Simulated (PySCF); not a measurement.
Cl₂HSi, charge +1, multiplicity 1. Atoms are numbered in the order given.

```xyz
4

Cl     0.0000    -1.6983    -0.3244
Si     0.0000     0.0000     0.6377
Cl     0.0000     1.6983    -0.3244
H      0.0000     0.0000     2.1006
```
Charge +1, spin multiplicity 1.

Geometry optimised at TPSSh-D3(BJ)/def2-TZVP. The spin state was assumed, not searched. The isomer is the one that the SMILES or the coordinates give; other isomers of the formula were not compared.

Computed with PBE/def2-TZVPD (PySCF).

Symmetry labels are those of the subgroup C2v that the program uses (full group C2v).

Computed valence orbital energies around the gap with their symmetry:
```csv
orbital,symmetry,energy (eV)
HOMO−7,B2,-27.46
HOMO−6,A1,-19.89
HOMO−5,B2,-17.06
HOMO−4,A1,-16.84
HOMO−3,B1,-15.65
HOMO−2,A2,-14.85
HOMO−1,A1,-14.79
HOMO,B2,-14.54
LUMO,B1,-9.76
LUMO+1,A1,-8.24
LUMO+2,B2,-6.11
LUMO+3,A1,-5.14
```
